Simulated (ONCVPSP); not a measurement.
LDA (Perdew-Zunger) ONCV dataset for O, non-relativistic all-electron reference.

oxygen, optimised norm-conserving Vanderbilt (ONCV), made with ONCVPSP 4.0.1 (LDA (Perdew-Zunger), non-relativistic). Core [He], reference 2s1.75 2p4.25. Waves: 2s: rc 0.85 bohr, ncon 3, nbas 7, qcut 9.7 1/bohr, 2 projectors, debl 1.4 Ha; 2p: rc 2.05 bohr, ncon 4, nbas 8, qcut 6.5 1/bohr, 2 projectors, debl 2.5 Ha; d scattering state at 0.4 Ha: rc 2.00 bohr, ncon 4, nbas 7, qcut 4.5 1/bohr, 2 projectors, debl 1.1 Ha. Local part: polynomial inside 0.70 bohr (lpopt 5, dvloc0 0 Ha). Core correction: Teter function, fcfact 2.25, rcfact 1.35.

What the tests gave:

```
Cutoffs needed             : 37 Ha and 48 Ha (the cutoffs (Ha) at which the residual kinetic energy of the hardest occupied pseudo-wave falls to 1 and 0.1 mHa per electron)
Ghost test                 : no bound ghost flagged; GHOST(+) flagged for d at 59.5 eV
Largest excitation error   : +1097 meV (all-electron minus pseudo) for 2s2 2p2, out of 4 test configurations
rms error of d²Exc/dni dnj : 1.84 mHa without and 1.04 mHa with the model core
```

Generation and tests took about 2.2 s on one core of a shared server CPU.
